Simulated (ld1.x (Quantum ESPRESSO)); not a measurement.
## Transferability test, PAW potential for Ag (Z = 47)

```json
{"Element": "Ag (Z = 47)", "Generator": "ld1.x (Quantum ESPRESSO) 7.5", "Type": "PAW", "Functional": "PBE", "Relativity": "scalar-relativistic", "Frozen core": "[Kr]", "Valence charge": "11", "Reference configuration": "4d10 5s1 5p0", "Partial waves": "5s (bound): rcut 2.45, rcutus 2.65 bohr; 5s channel at 4.2 Ry: rcut 2.45, rcutus 2.65 bohr; 5p (bound, empty): rcut 2.60, rcutus 3.15 bohr; 5p channel at 2.45 Ry: rcut 2.60, rcutus 3.15 bohr; 4d (bound): rcut 1.40, rcutus 1.55 bohr; 4d channel at 0.4 Ry: rcut 1.40, rcutus 1.55 bohr", "Local potential": "all-electron potential smoothed inside 3.05 bohr (lloc = -1)", "Core correction": "Bessel-smoothed model core, default radius (core density twice the valence density)", "Augmentation charge": "BG, radius 1.50 bohr"}
```

Energies are relative to the spin-unpolarised reference configuration 4d10 5s1 5p0; without spin polarisation the order of configurations can differ from experiment.

```tsv
valence configuration	charge	ΔE all-electron (eV)	error AE − PS (meV)
4d9 5s0 5p0	+2	29.871	-58
4d8 5s0 5p0	+3	66.064	-367
4d7 5s0 5p0	+4	117.780	-1135
4d10 5s0 5p1	0	3.866	+0.5
4d9 5s1 5p1	0	8.572	-39
```

What are ΔE and the potential's error for 4d10 5s0 5p0?

ΔE = 7.757 eV all-electron; the error (AE − PS) is +0.8 meV.

What are ΔE and the potential's error for 4d10 5s0.5 5p0?

ΔE = 3.017 eV all-electron; the error (AE − PS) is 0.0 meV.

Levels in the configuration 4d9 5s0 5p0:

```tsv
level	all-electron (eV)	pseudo (eV)
4d	-28.891	-29.040
```
